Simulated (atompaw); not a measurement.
Scattering properties, PAW (atompaw) potential for titanium

```
Element                 : titanium
Generator               : atompaw 4.2.0.5
Type                    : PAW
Functional              : LDA (PW92)
Relativity              : scalar-relativistic
Frozen core             : [Ar]
Valence charge          : 4
Reference configuration : 3d2 4s1 4p0 (charge +1)
Partial waves           : 4s (bound); 4s channel at 1.5 Ry; 4p (bound, empty); 4p channel at 0.35 Ry; 3d (bound); 3d channel at -0.15 Ry
Local potential         : vpsmatchnc scheme with l = 3 at 0.5 Ry, radius 2.35 bohr
Core correction         : smooth core density matched at 2.30 bohr
Augmentation charge     : sinc compensation charge, radius 2.05 bohr; PAW radius 2.80 bohr; waves and projectors: bloechl
```

The phase is arctan(r·u′/u) with u = r·R(r), unwrapped; energies in Ry, scanned from -3 to 5 Ry. A pole is an energy at which the radial function vanishes at the test radius. The pseudo phase is shifted by a multiple of π to meet the all-electron one at the reference energy, and phase errors are pseudo minus all-electron; the curves can meet again beyond the range given. Levels narrower than the energy grid can be missing from the lists of poles.

| channel | radius (bohr) | reference energy (Ry) | poles, all-electron | poles, pseudo | unbroken range about the reference energy with phases within 0.05 rad | phase error 1 Ry above the reference energy (rad) |
| --- | --- | --- | --- | --- | --- | --- |
| s | 2.81 | -0.78 | 1.14 | -2.50, 1.14 | -2.5 to 3.7 | -0.000 |
| p | 2.81 | -0.50 | 1.97 | -1.54, 2.03 | -1.4 to 3.6 | +0.000 |
| d | 2.81 | -0.86 | -0.66, 3.30 | -0.66, 3.56 | below 4.4 | +0.000 |

Note: ghost states, extra bound levels that the all-electron valence spectrum of the same l lacks: s at -34.0 eV, p at -21.0 eV. A true bound ghost makes a file unfit for plane-wave use.

Phases in the s channel:

| E (Ry) | all-electron | pseudo |
| --- | --- | --- |
| -3.00 | 1.301 | 4.438 |
| -2.52 | 1.254 | 4.346 |
| -2.04 | 1.177 | 1.177 |
| -1.56 | 1.022 | 1.022 |
| -1.08 | 0.584 | 0.584 |
| -0.60 | -0.594 | -0.594 |
| -0.12 | -1.224 | -1.225 |
| 0.36 | -1.429 | -1.429 |
| 0.84 | -1.528 | -1.528 |
| 1.32 | -1.593 | -1.593 |
| 1.80 | -1.645 | -1.645 |
| 2.28 | -1.697 | -1.698 |
| 2.76 | -1.759 | -1.761 |
| 3.24 | -1.850 | -1.860 |
| 3.72 | -2.026 | -2.072 |
| 4.20 | -2.529 | -2.834 |
| 4.68 | -3.727 | -4.074 |
